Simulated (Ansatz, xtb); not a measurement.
Stretching the Se3–H4 bond in FHMgSe (SMILES [F][Mg][SeH]) (multiplicity 1 held, fragments rigid). Energies count from the point at 1.475 Å.
Geometry at that point (charge 0, multiplicity 1):
```tsv
atom	x (Å)	y (Å)	z (Å)
Mg	0.5347	-1.0479	0.3436
F	1.2991	-2.5474	0.8409
Se	-0.5067	1.0061	-0.3739
H	-0.8817	1.2936	1.0230
```

Active spaces are followed from a long bond inwards. Levels need not reach the same state.

Frozen-core correlation. Filled d and f shells under p-block atoms count as core.

The values were computed with Ansatz (Gaussian orbitals); xtb for the GFN methods. Each number belongs to the level named beside it. The GFN methods have no spin term and hold the electronic entropy of 300 K.

### Question
Estimate the energy at R = 4.719 Å that GFN2-xTB returns for this input.

### Answer
81.3 kcal/mol

### Question
Give the energy at R = 4.719 Å at the level FIC-NEVPT4(SD) on CASSCF(4,3)/def2-SVP.

### Answer
79.0 kcal/mol

### Question
Predict the energy at R = 4.719 Å from FIC-MRCISD+Q on CASSCF(4,3)/def2-SVP.

### Answer
79.4 kcal/mol

Doubts at one or more of the structures used: active orbitals that take no part (FIC-NEVPT4(SD) on CASSCF(4,3)/def2-SVP, FIC-MRCISD+Q on CASSCF(4,3)/def2-SVP).

Ansatz is a first-principles code.
